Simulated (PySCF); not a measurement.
MgPb⁺: one state, many levels of theory

State: ²Π (doublet), unpaired electrons π ↑. Set-up: basis Mg def2-SVP, Pb def2-SVP with ECP60; scalar-relativistic core potentials; PySCF 2.14. De refers to Mg + Pb⁺ in their high-spin ground configurations, without counterpoise correction. The functionals are run spin-unrestricted. A positive dipole points towards Pb; it is taken about the centre of mass and depends on that origin.

| Level | Re (Å) | ωe (cm⁻¹) | De (eV) | μ (D) |
| --- | --- | --- | --- | --- |
| ROHF | 3.140 | 154 | n/a | -7.55 |
| ROHF-MP2 | 3.037 | 180 | n/a | n/a |
| ROHF-SCS-MP2 | 3.072 | 171 | n/a | n/a |
| ROHF-CCSD | 3.076 | 172 | n/a | n/a |
| ROHF-CCSD(T) | 3.070 | 173 | n/a | n/a |
| PBE | 3.029 | 175 | n/a | -7.06 |
| r²SCAN | 3.007 | 181 | n/a | -7.49 |
| M06-L | 3.035 | 175 | n/a | -6.53 |
| PBE0 | 3.018 | 179 | n/a | -7.31 |
| M06 | 3.022 | 181 | n/a | -6.75 |
| ωB97X | 3.011 | 182 | n/a | -7.46 |
| B2PLYP | 3.035 | 176 | n/a | -7.30 |

Q: What does second-order correlation do here, going from ROHF to ROHF-MP2?

A: ROHF-MP2 less ROHF: -10.3 pm in Re, +16.9 % in ωe. Correlation nearly always deepens the well. The bond shortens, as in weak, metallic or heavy-atom bonds, where dispersion and the correlation of outer-core electrons pull the atoms together.

Q: What does the triples do here, going from ROHF-CCSD to ROHF-CCSD(T)?

A: ROHF-CCSD(T) less ROHF-CCSD: -0.6 pm in Re, +0.6 % in ωe. Correlation nearly always deepens the well. The bond shortens, as in weak, metallic or heavy-atom bonds, where dispersion and the correlation of outer-core electrons pull the atoms together.

Q: What does all correlation do here, going from ROHF to ROHF-CCSD(T)?

A: ROHF-CCSD(T) less ROHF: -7.0 pm in Re, +12.3 % in ωe. Correlation nearly always deepens the well. The bond shortens, as in weak, metallic or heavy-atom bonds, where dispersion and the correlation of outer-core electrons pull the atoms together.

Correlated steps freeze 5 core orbitals. Spin–orbit coupling is left out, which matters for elements this heavy, above all for dissociation energies. B2PLYP dipoles, levels and charges come from its SCF part alone. UHF is strongly spin-contaminated for MgPb⁺, so the ROHF reference used there is far from stable. The state was picked by a PBE0 search and need not be the measured ground state.
